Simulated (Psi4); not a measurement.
Cl3Sn, doublet, at a GFN2-xTB geometry (such geometries of metal compounds can be far from the true shape) (the spin is typed, not shown lowest) (core potentials on Sn); Psi4 with WB97X-V/def2-SVP.

The Psi4 input:
```
memory 2 GB

molecule mol {
0 2
Sn    0.080119    0.389525    0.243949
Cl    2.109205   -0.594521   -0.618155
Cl   -0.994678   -1.322626    1.563840
Cl   -1.350171    0.771484   -1.663180
}

set {
  basis def2-svp
  reference uks
}

energy('wb97x-v')
print_variables()
```

It wrote (shortened):

```
   => Loading Basis Set <=

    Name: DEF2-SVP
    Role: ORBITAL
    Keyword: BASIS

    !!!  WARNING: ECP capability is in beta. Please check occupations closely.  !!!

         ---------------------------------------------------------
                                   SCF
               by Justin Turney, Rob Parrish, Andy Simmonett
                          and Daniel G. A. Smith
                              UKS Reference
         ---------------------------------------------------------

  ==> Geometry <==

    Molecular point group: c1
    Full point group: C1

    Geometry (in Angstrom), charge = 0, multiplicity = 2:

       Center              X                  Y                   Z               Mass
    ------------   -----------------  -----------------  -----------------  -----------------
         SN           0.074041638188     0.359978177940     0.225444181788   119.902201630000
         CL           2.103127638188    -0.624067822060    -0.636659818212    34.968852682000
         CL          -1.000755361812    -1.352172822060     1.545335181788    34.968852682000
         CL          -1.356248361812     0.741937177940    -1.681684818212    34.968852682000

  Running in c1 symmetry.

  Rotational constants: A =      0.05460  B =      0.05460  C =      0.03230 [cm^-1]
  Rotational constants: A =   1636.99060  B =   1636.99046  C =    968.30437 [MHz]
  Nuclear repulsion =  364.683530908213243

  Charge       = 0
  Multiplicity = 2
  Electrons    = 73
  Nalpha       = 37
  Nbeta        = 36

  ==> Algorithm <==

  SCF Algorithm Type is DF.
  DIIS enabled.
  MOM disabled.
  Fractional occupation disabled.
  Guess Type is SAD.
  Energy threshold   = 1.00e-06
  Density threshold  = 1.00e-06
  Integral threshold = 1.00e-12

  ==> Primary Basis <==

  Basis Set: DEF2-SVP
    Blend: DEF2-SVP
    Number of shells: 34
    Number of basis functions: 80
    Number of Cartesian functions: 85
    Spherical Harmonics?: true
    Max angular momentum: 2

  Core potential: DEF2-SVP
    Number of shells: 4
    Number of ECP primitives: 18
    Number of ECP core electrons: 28
    Max angular momentum: 3

  ==> DFT Potential <==

   => LibXC <=

    Version 7.1.2
    S. Lehtola, C. Steigemann, M. J. T. Oliveira, and M. A. L. Marques,  SoftwareX 7, 1–5 (2018) (10.1016/j.softx.2017.11.002)

   => Composite Functional: WB97X-V <=

    wB97X-V Hyb-GGA Exchange-Correlation Functional

    N. Mardirossian and M. Head-Gordon,  Phys. Chem. Chem. Phys. 16, 9904–9924 (2014) (10.1039/C3CP54374A)

    Deriv               =              1
    GGA                 =           TRUE
    Meta                =          FALSE

    Exchange Hybrid     =           TRUE
    MP2 Hybrid          =          FALSE

   => Exchange-Correlation Functionals <=

    1.0000   wB97X-V range-separated functional

   => Exact (HF) Exchange <=

    0.8330            HF,LR [omega = 0.3000]
    0.1670               HF

   => LibXC Density Thresholds  <==

    XC_HYB_GGA_XC_WB97X_V:  1.00E-14

   => VV10 Non-Local Parameters <=

    VV10 B              =     6.0000E+00
    VV10 C              =     1.0000E-02

   => Molecular Quadrature <=

    Radial Scheme          =       TREUTLER
    Pruning Scheme         =           NONE
    Nuclear Scheme         =       TREUTLER

    Blocking Scheme        =         OCTREE
    BS radius alpha        =              1
    Pruning alpha          =              1
    Radial Points          =             75
    Spherical Points       =            302
    Total Points           =          84350
    Total Blocks           =            726
    Max Points             =            256
    Max Functions          =             73
    Weights Tolerance      =       1.00E-15

   => Loading Basis Set <=

    Name: (DEF2-SVP AUX)
    Role: JKFIT
    Keyword: DF_BASIS_SCF

  ==> Integral Setup <==

  SCF_SUBTYPE=INCORE selected. In-core MEM_DF algorithm will be used.
  Using in-core AOs.

  ==> MemDFJK: Density-Fitted J/K Matrices <==

    J tasked:                   Yes
    K tasked:                   Yes
    wK tasked:                  Yes
    Omega:                3.000E-01
    Algorithm:                 Core
    Schwarz Cutoff:           1E-12
    Mask sparsity (%):       6.4063
    Fitting Condition:        1E-10

   => Auxiliary Basis Set <=

  Basis Set: (DEF2-SVP AUX)
    Blend: DEF2-UNIVERSAL-JKFIT
    Number of shells: 160
    Number of basis functions: 602
    Number of Cartesian functions: 774
    Spherical Harmonics?: true
    Max angular momentum: 5

  Minimum eigenvalue in the overlap matrix is 2.8861737590E-02.
  Reciprocal condition number of the overlap matrix is 8.8660896209E-03.
    Using symmetric orthogonalization.

  ==> Pre-Iterations <==

  SCF Guess: Superposition of Atomic Densities via on-the-fly atomic UHF (no occupation information).

   -------------------------
    Irrep   Nso     Nmo
   -------------------------
     A         80      80
   -------------------------
    Total      80      80
   -------------------------

  ==> Iterations <==

                           Total Energy        Delta E     RMS |[F,P]|

   @DF-UKS iter SAD: -1592.56794431192566   -1.59257e+03   0.00000e+00
   @DF-UKS iter   1: -1594.25571130432081   -1.68777e+00   4.37264e-03 DIIS/ADIIS
   @DF-UKS iter   2: -1594.30921564946539   -5.35043e-02   3.06946e-03 DIIS/ADIIS
   @DF-UKS iter   3: -1594.34059749911466   -3.13818e-02   4.66340e-04 DIIS/ADIIS
   @DF-UKS iter   4: -1594.34170064903810   -1.10315e-03   1.69600e-04 DIIS/ADIIS
   @DF-UKS iter   5: -1594.34206140951551   -3.60760e-04   4.30651e-05 DIIS
   @DF-UKS iter   6: -1594.34208957062856   -2.81611e-05   1.27634e-05 DIIS
   @DF-UKS iter   7: -1594.34209229478256   -2.72415e-06   3.89795e-06 DIIS
   @DF-UKS iter   8: -1594.34209259289628   -2.98114e-07   1.64129e-06 DIIS
   @DF-UKS iter   9: -1594.34209268191216   -8.90159e-08   6.68847e-07 DIIS
  Energy and wave function converged.

  ==> Post-Iterations <==

   Electrons on quadrature grid:
      Nalpha   =   36.9999964005 ; deviation = -3.600e-06
      Nbeta    =   35.9999959608 ; deviation = -4.039e-06
      Ntotal   =   72.9999923613 ; deviation = -7.639e-06

   @Spin Contamination Metric:   9.093113263E-03
   @S^2 Expected:                7.500000000E-01
   @S^2 Observed:                7.590931133E-01
   @S   Expected:                5.000000000E-01
   @S   Observed:                5.000000000E-01

    Orbital Energies [Eh]
    ---------------------

    Alpha Occupied:

[...]
      37A     -0.369336

    Alpha Virtual:

[...]
      80A     51.801437

    Beta Occupied:

[...]
    Beta Virtual:

[...]
    Final Occupation by Irrep:
              A
    DOCC [    36 ]
    SOCC [     1 ]
    NA   [    37 ]
    NB   [    36 ]

  @DF-UKS Final Energy: -1594.34209268191216

   => Energetics <=

    Nuclear Repulsion Energy =            364.6835309082132426
    One-Electron Energy =               -3009.2981996032576717
    Two-Electron Energy =                1126.4876109290921704
    DFT Exchange-Correlation Energy =     -76.5091837811249889
    Empirical Dispersion Energy =           0.0000000000000000
    VV10 Nonlocal Energy =                  0.2941488651650034
    Total Energy =                      -1594.3420926819121632

  UHF NO Occupations:
  HONO-2 :   35  A 1.9986078
  HONO-1 :   36  A 1.9983533
  HONO-0 :   37  A 1.0000000
  LUNO+0 :   38  A 0.0016467
  LUNO+1 :   39  A 0.0013922
  LUNO+2 :   40  A 0.0013919
  LUNO+3 :   41  A 0.0000285

Computation Completed

Properties will be evaluated at   0.000000,   0.000000,   0.000000 [a0]

Properties computed using the SCF density matrix

 Multipole Moments:

 ------------------------------------------------------------------------------------
     Multipole            Electronic (a.u.)      Nuclear  (a.u.)        Total (a.u.)
 ------------------------------------------------------------------------------------

 L = 1.  Multiply by 2.5417464519 to convert [e a0] to [Debye]
 Dipole X            :          5.2618370           -5.0776514            0.1841856
 Dipole Y            :         25.5829515          -24.6866999            0.8962516
 Dipole Z            :         16.0217546          -15.4605840            0.5611706
 Magnitude           :                                                    1.0733609

 ------------------------------------------------------------------------------------

  Variable Map:
  ----------------------------------------------------------------------------
[...]
  Array Variable Map:
  ----------------------------------------------------------------------------
[...]
[...]
```
